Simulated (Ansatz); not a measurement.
All numbers were calculated with Ansatz.

C2H8B2Si, SMILES `[SiH3]BB1CC1` at its PBE0-D4/def2-TZVP geometry, where that method's forces vanish. Total charge 0; spin multiplicity 1.

```json
{"atom": "Si1", "x (Å)": "1.509", "y (Å)": "0.376", "z (Å)": "-1.719"}
{"atom": "B2", "x (Å)": "0.005", "y (Å)": "1.213", "z (Å)": "-0.666"}
{"atom": "B3", "x (Å)": "-0.591", "y (Å)": "0.269", "z (Å)": "0.443"}
{"atom": "C4", "x (Å)": "-0.509", "y (Å)": "-0.394", "z (Å)": "1.856"}
{"atom": "C5", "x (Å)": "-1.495", "y (Å)": "-0.929", "z (Å)": "0.876"}
{"atom": "H6", "x (Å)": "1.840", "y (Å)": "-1.013", "z (Å)": "-1.294"}
{"atom": "H7", "x (Å)": "1.147", "y (Å)": "0.331", "z (Å)": "-3.165"}
{"atom": "H8", "x (Å)": "2.745", "y (Å)": "1.198", "z (Å)": "-1.577"}
{"atom": "H9", "x (Å)": "-0.312", "y (Å)": "2.329", "z (Å)": "-0.952"}
{"atom": "H10", "x (Å)": "-0.870", "y (Å)": "0.197", "z (Å)": "2.692"}
{"atom": "H11", "x (Å)": "0.381", "y (Å)": "-0.972", "z (Å)": "2.078"}
{"atom": "H12", "x (Å)": "-2.549", "y (Å)": "-0.717", "z (Å)": "1.025"}
{"atom": "H13", "x (Å)": "-1.302", "y (Å)": "-1.887", "z (Å)": "0.404"}
```

For each bond, give half the difference of the two atoms' forces along it (eV/Å; positive pushes the atoms apart) under PBE-D4, r2SCAN-D4, B3LYP-D4, ωB97M-V in def2-TZVPP. (Estimate.)

The calculation gave: 
| bond | length (Å) | PBE-D4 | r2SCAN-D4 | B3LYP-D4 | ωB97M-V |
| --- | --- | --- | --- | --- | --- |
| Si1–B2 | 2.018 | -0.03 | 0.03 | 0.11 | 0.07 |
| Si1–H6 | 1.490 | 0.08 | -0.01 | -0.05 | -0.09 |
| Si1–H7 | 1.491 | 0.12 | 0.00 | -0.07 | -0.13 |
| Si1–H8 | 1.491 | 0.12 | 0.00 | -0.07 | -0.12 |
| B2–B3 | 1.574 | -0.42 | -0.21 | -0.09 | 0.15 |
| B2–H9 | 1.195 | 0.15 | 0.01 | -0.10 | -0.16 |
| B3–C4 | 1.563 | 0.34 | 0.21 | 0.14 | -0.01 |
| B3–C5 | 1.562 | 0.33 | 0.21 | 0.14 | -0.01 |
| C4–C5 | 1.489 | 0.05 | 0.11 | 0.24 | 0.28 |
| C4–H10 | 1.086 | 0.08 | -0.05 | -0.09 | -0.11 |
| C4–H11 | 1.085 | 0.08 | -0.05 | -0.09 | -0.11 |
| C5–H12 | 1.086 | 0.08 | -0.05 | -0.09 | -0.11 |
| C5–H13 | 1.085 | 0.08 | -0.05 | -0.09 | -0.10 |

B3LYP here is the variant with VWN-RPA as its local correlation; programs differ in this.
